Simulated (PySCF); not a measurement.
# Static response to an electric field

Compound: C₅H₁₀NP.
Atom-mapped SMILES: `[NH:1]=[P:2]1([CH:3]2[CH2:4][CH2:5]2)[CH2:6][CH2:7]1` (hydrogens: H8 on N1; H9 on C3; H10, H11 on C4; H12, H13 on C5; H14, H15 on C6; H16, H17 on C7)

Geometry (GFN2-xTB, Å), atoms numbered from 1 in this order:
```xyz
17
C5H10NP angstrom
N      1.0236   -1.6156   -1.6735
P      0.6902   -0.4485   -0.6958
C     -1.1001   -0.3351   -0.5394
C     -1.7496    0.6499    0.3806
C     -1.7518   -0.7987    0.7345
C      1.5174    1.1574   -0.4183
C      1.5444    0.1686    0.7954
H      2.0057   -1.7638   -1.8578
H     -1.5760   -0.5858   -1.4794
H     -2.6732    1.1050    0.0546
H     -1.1201    1.3155    0.9524
H     -1.1099   -1.1303    1.5377
H     -2.6755   -1.3524    0.6594
H      0.9581    2.0710   -0.2722
H      2.4718    1.3328   -0.9002
H      2.5161   -0.2511    1.0275
H      1.0218    0.4933    1.6846
```

Level: wB97X-D/def2-SVPD (PySCF), static field, nuclei fixed, core orbitals frozen in the response. The polarisability tensor in these axes (au):

```
x   90.28  3.28 -3.28
y    3.28 85.70  8.49
z   -3.28  8.49 81.93
```

Diagonalise the tensor; give its mean and Δα, where Δα² is half the sum of the squared differences of the eigenvalues.

Principal values 73.82, 91.37 and 92.72 au; mean 85.97 au = 12.74 Å³ = 14.17 × 10⁻⁴⁰ C²·m²/J; Δα = 18.26 au (21 % of the mean).

What is the dipole moment, and where does it point?

(-0.43, 2.45, 2.21) D, 3.33 D in size, pointing from the negative to the positive side. Measured along this direction, the outermost atoms are H8 at the negative end and H11 at the positive end.

In TDDFT the mean static polarisability is Σ f/ω² over all singlet excitations (ω in hartree). How much of it do the 8 lowest give? Their energies (eV) and oscillator strengths: 5.61, 0.0243; 6.51, 0.0079; 6.63, 0.0254; 6.84, 0.0002; 6.90, 0.0008; 7.06, 0.0076; 7.40, 0.1072; 7.54, 0.1043.

They add up to 4.07 au, 4.7 % of the 85.97 au; the largest single term is 1.45 au, from the state at 7.40 eV. Terms in order: 0.57, 0.14, 0.43, 0.00, 0.01, 0.11, 1.45, 1.36 au. Higher excitations give the rest. The strengths listed sum to 0.278.

How large is μ²/3kT at 350 K beside α?

In Gaussian units μ²/3kT = 76.48 Å³ against 12.74 Å³, a ratio of 6.00; the Debye molar polarisation (4π/3)N_A(α + μ²/3kT) is 225.1 cm³/mol, leaving out the vibrational part.

What are the principal values of the traceless quadrupole moment, Θ = ½Σq(3rr − r²1), about the centre of nuclear charge?

-10.35, -0.59, 10.94 D·Å. The values depend on the origin, since the dipole doesn't vanish. The electronic extent ⟨r²⟩ about the same centre is 904 bohr², a root-mean-square distance of 2.02 Å for the 62 electrons.

Refractivity n − 1 of an ideal gas of it at 400 K and 1 atm, from the electronic α?

N = p/kT = 1.8347 × 10¹⁹ cm⁻³, so n − 1 = 2π × N × 12.74 × 10⁻²⁴ cm³ = 1469 × 10⁻⁶ at long wavelengths.

The structure is a single GFN2-xTB conformer in the gas phase; no vibrational or solvent corrections.
